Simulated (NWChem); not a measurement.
System: SiH2SeOF2; SMILES F[Si](F)(O)[SeH]

Here is an NWChem input.

```
start job
memory heap 200 mb stack 900 mb global 1100 mb
geometry units angstroms noautoz
  O      1.139548    -1.536432     0.949521
  Si    -0.005262    -0.850728     0.008214
  F     -1.487429    -1.289845     0.449691
  F      0.252854    -1.449403    -1.455517
  Se    -0.039891     1.396751     0.043523
  H      1.230871    -1.208640     1.849166
  H      1.385812     1.464078    -0.314937
end
basis spherical
  * library 6-31g*
end
dft
  xc b3lyp
  iterations 150
end
tddft
  nroots 8
  notriplet
end
task tddft energy
```

The geometry was optimised at PBE0/def2-SVP.

Vertical excitations in the gas phase.

Question: What results follow from this input? (B3LYP/6-31G* (spherical d), full TDDFT.) Quantities: lowest excitation, singlet (eV); oscillator strength of that lowest state; lowest state with f > 0.02, singlet (eV); oscillator strength of that bright state; orbital gap (eV).

Answer: 
| Quantity | Value |
|---|---|
| lowest excitation, singlet (eV) | 5.85 |
| oscillator strength of that lowest state | 0.005 |
| lowest state with f > 0.02, singlet (eV) | 6.52 |
| oscillator strength of that bright state | 0.023 |
| orbital gap (eV) | 7.18 |
